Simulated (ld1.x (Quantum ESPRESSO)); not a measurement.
# arsenic (As), TM semilocal: configuration errors across variants

- Element: arsenic (As)
- Generator: ld1.x (Quantum ESPRESSO) 7.5
- Type: norm-conserving Troullier–Martins (semilocal form)
- Functional: PBEsol
- Relativity: scalar-relativistic
- Frozen core: [Ar] 3d10
- Valence charge: 5
- Reference configuration: 4s2 4p3
- Partial waves: 4s (bound): rc 1.65 bohr; 4p (bound): rc 1.70 bohr
- Local potential: the p channel
- Core correction: Bessel-smoothed model core inside 0.90 bohr

All-electron excitation energies from the reference (eV): (1) 4s2 4p2 9.158; (2) 4s2 4p1 27.099; (3) 4s2 4p0 54.822; (4) 4s2 4p3.3 -1.234; (5) 4s1 4p0 105.451; (6) 4s1 4p4 9.425; (7) 4s0 4p5 19.073.

In the semilocal form every listed channel keeps its own potential, so the choice of the local channel does not act on these tests. It acts once the file is put into the separable form.

A semilocal file is local in each channel, so a ghost entry of none says nothing of the separable form that plane-wave codes build from it.

2 further variants failed, have other tests or another functional or relativity, and are left out.

Errors AE − PS in meV (a dash: test not solved or not reliable):

| change | (1) | (2) | (3) | (4) | (5) | (6) | (7) | bound ghosts |
| --- | --- | --- | --- | --- | --- | --- | --- | --- |
| base | -2.8 | -21 | -90 | +0.1 | -359 | -8.8 | -34 | none |
| all radii but the core radius scaled by about 0.86 (s 1.42, p 1.46 bohr) | -2.2 | -20 | -95 | +0.1 | -377 | -6.5 | -24 | none |
| wave 4p (bound): rc 1.70 bohr becomes 4p (bound): rc 2.48 bohr | -2.5 | -27 | -138 | +0.2 | -459 | -1.6 | -3.6 | none |
| wave 4s (bound): rc 1.65 bohr becomes 4s (bound): rc 1.00 bohr | -2.0 | -11 | -43 | +0.1 | -12 | -20 | -175 | none |
| core correction Bessel-smoothed model core inside 0.96 bohr | -2.8 | -21 | -90 | +0.1 | -359 | -8.8 | -34 | none |
| core correction Bessel-smoothed model core inside 1.06 bohr | -2.8 | -21 | -90 | +0.1 | -359 | -8.8 | -34 | none |

Problem. Give the same row for: type RRKJ, which also changes the form from semilocal to separable; local potential the s channel; rho0 0.01.

Solution. -3.8, -23, -83, +0.1, -337, -12, -49; bound ghosts: none.
